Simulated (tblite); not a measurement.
Compound: C₃H₂BrNS.
Bonds: Br1–C2, C2–C3 (aromatic), C3–N4 (aromatic), N4–S5 (aromatic), S5–C6 (aromatic), C2–C6 (aromatic). Hydrogens: H7 on C3; H8 on C6.

Computed with GFN2-xTB (tblite), gas phase: L-BFGS steps from a force-field or distance-geometry start until the largest atomic force falls under 0.01 eV/Å.

The end geometry, which sets the zero of energy:
```
atom  x, y, z in Å
Br1     2.4713    0.1083   -0.5046
C2      0.6247    0.0619   -0.1313
C3     -0.1128   -1.1182    0.1067
N4     -1.3794   -0.9323    0.3444
S5     -1.7745    0.6483    0.3011
C6     -0.1840    1.1625   -0.0554
H7      0.2919   -2.1145    0.1015
H8      0.0720    2.1935   -0.1870
```

**Question.** These geometries come from the run, each turned onto the end geometry. Order them by energy, lowest first.
A.
```
atom  x, y, z in Å
Br1     2.4745    0.0859   -0.5011
C2      0.6214    0.0684   -0.1370
C3     -0.1084   -1.1177    0.1060
N4     -1.3769   -0.9366    0.3427
S5     -1.7741    0.6405    0.3050
C6     -0.1843    1.1723   -0.0598
H7      0.2942   -2.1140    0.1033
H8      0.0628    2.2106   -0.1837
```
B.
```
atom  x, y, z in Å
Br1     2.4770    0.0846   -0.5012
C2      0.6204    0.0711   -0.1386
C3     -0.1111   -1.1185    0.1090
N4     -1.3782   -0.9444    0.3418
S5     -1.7732    0.6397    0.3060
C6     -0.1838    1.1764   -0.0609
H7      0.2938   -2.1172    0.1035
H8      0.0642    2.2178   -0.1842
```
C.
```
atom  x, y, z in Å
Br1     2.4800    0.0826   -0.5013
C2      0.6229    0.0777   -0.1423
C3     -0.0929   -1.1206    0.1098
N4     -1.4039   -0.9653    0.3455
S5     -1.7710    0.6471    0.3067
C6     -0.1854    1.1801   -0.0617
H7      0.2921   -2.1222    0.1039
H8      0.0674    2.2301   -0.1852
```
D.
```
atom  x, y, z in Å
Br1     2.4787    0.0839   -0.5013
C2      0.6217    0.0707   -0.1400
C3     -0.1177   -1.1147    0.1117
N4     -1.3759   -0.9526    0.3408
S5     -1.7720    0.6405    0.3064
C6     -0.1853    1.1812   -0.0613
H7      0.2944   -2.1217    0.1036
H8      0.0652    2.2221   -0.1845
```

**Answer.** A (0.004 eV), B (0.008 eV), D (0.020 eV), C (0.074 eV).

In the order of the answer:

| step | E above end (eV) | largest force (eV/Å) | rms force component (eV/Å) | rms distance from end (Å) | rms bond change (Å) | bond most changed (Å) |
| --- | --- | --- | --- | --- | --- | --- |
| 3 | 0.004 | 0.17 | 0.069 | 0.012 | 0.003 | S5–C6 +0.006 |
| 2 | 0.008 | 0.28 | 0.103 | 0.016 | 0.005 | S5–C6 +0.008 |
| 1 | 0.020 | 0.92 | 0.280 | 0.018 | 0.010 | C3–N4 -0.013 |
| 0 | 0.074 | 2.18 | 0.606 | 0.025 | 0.018 | C3–N4 +0.039 |

The cost below is that of the whole relaxation. On an Intel Xeon 6975P-C with one thread, shared host, this took under 0.1 s of wall time.
